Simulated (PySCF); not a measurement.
Orbital picture of ZnO

r²SCAN0 at R = 1.888 Å; Zn x2c-SVPall, O x2c-SVPall; spin-free X2C with a Gaussian nucleus (PySCF 2.14). State: ³Π (triplet), unpaired electrons σ ↑, π ↑. Only the outer orbitals are listed, counted within each symmetry.

| spin | orbital | occ. | ε (eV) | on Zn (%) | main shells (%) |
| --- | --- | --- | --- | --- | --- |
| α | 4π | 1 | -10.99 | 6 | 94 O p |
| α | 9σ | 1 | -10.44 | 30 | 68 O p, 23 Zn s |
| α | 4π | 1 | -8.77 | 6 | 94 O p |
| α | 10σ | 1 | -6.79 | 86 | 68 Zn s, 17 Zn p, 15 O p |
| α | 5π | 0 | 0.81 | 98 | 96 Zn p |
| α | 5π | 0 | 0.98 | 97 | 94 Zn p |
| α | 11σ | 0 | 3.21 | 101 | 72 Zn s, 22 Zn p |
| β | 9σ | 1 | -8.63 | 37 | 60 O p, 32 Zn s |
| β | 4π | 1 | -7.76 | 8 | 92 O p |
| β | 10σ | 0 | -2.88 | 81 | 66 Zn s, 20 O p, 13 Zn p |
| β | 4π | 0 | -2.35 | 19 | 81 O p, 14 Zn p |
| β | 5π | 0 | 2.08 | 96 | 95 Zn p |

Which are the highest filled and the lowest empty level, where do they sit, and how wide is the gap?

Highest filled α 10σ at -6.79 eV (in %: 68 Zn s, 17 Zn p, 15 O p); lowest empty β 10σ at -2.88 eV (in %: 66 Zn s, 20 O p, 13 Zn p); the gap at r²SCAN0 is 3.91 eV.

The bond order (Mayer) is 0.99 and the ⟨S²⟩ is 2.015. The charge on Zn (Mulliken, basis-dependent) is 0.33 and the charge on Zn (Löwdin, basis-dependent) is 0.17. The dipole moment (positive dipole means Zn(−)O(+)) is -2.66 D.

Shares are Mulliken populations and can fall outside 0 to 100 %.

The state was picked by a PBE0 search and need not be the measured ground state.
